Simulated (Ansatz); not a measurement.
B(SiH3)3 (Si3BH9), relaxed as a singlet with RKS r2SCAN-D4/def2-SVP in Ansatz, starting from the GFN2-xTB geometry. Force threshold 0.02 eV/Å.

Start:

Cartesian coordinates in Å:
```
B -0.002 -0.006 -0.003
Si 1.933 0.040 -0.381
H 2.785 -0.863 0.412
H 2.501 1.383 -0.164
H 2.236 -0.294 -1.785
Si -0.696 -1.145 1.448
H -0.231 -2.541 1.353
H -2.161 -1.247 1.568
H -0.240 -0.667 2.767
Si -1.237 1.099 -1.071
H -0.629 1.991 -2.073
H -2.073 1.984 -0.239
H -2.185 0.265 -1.833
```

**Question.** Estimate the energy that the relaxation releases and the steps that it takes.

**Answer.** 3.5 kcal/mol, in 3 steps; 6.5 s on 2 threads of AMD EPYC 7R13 on a shared host. No frequencies were taken in this run, so the end may be a saddle point.

**Question.** Does the start keep its bonding and symmetry?

**Answer.** By distances, no bond broke or formed. The bond that changes most is B1–Si2, from 1.97 to 2.01 Å (atoms count from 1).

**Question.** Predict the relaxed structure.

**Answer.** 
| atom | x (Å) | y (Å) | z (Å) |
| --- | --- | --- | --- |
| B1 | -0.001 | -0.009 | -0.005 |
| Si2 | 1.974 | 0.024 | -0.373 |
| H3 | 2.814 | -0.899 | 0.452 |
| H4 | 2.465 | 1.426 | -0.155 |
| H5 | 2.201 | -0.302 | -1.820 |
| Si6 | -0.733 | -1.169 | 1.462 |
| H7 | -0.203 | -2.566 | 1.325 |
| H8 | -2.224 | -1.239 | 1.566 |
| H9 | -0.202 | -0.620 | 2.756 |
| Si10 | -1.242 | 1.134 | -1.096 |
| H11 | -0.595 | 2.027 | -2.108 |
| H12 | -2.077 | 1.983 | -0.184 |
| H13 | -2.178 | 0.209 | -1.820 |
Bond lengths: 3 × B–Si 2.01 Å; 9 × H–Si 1.50 Å.
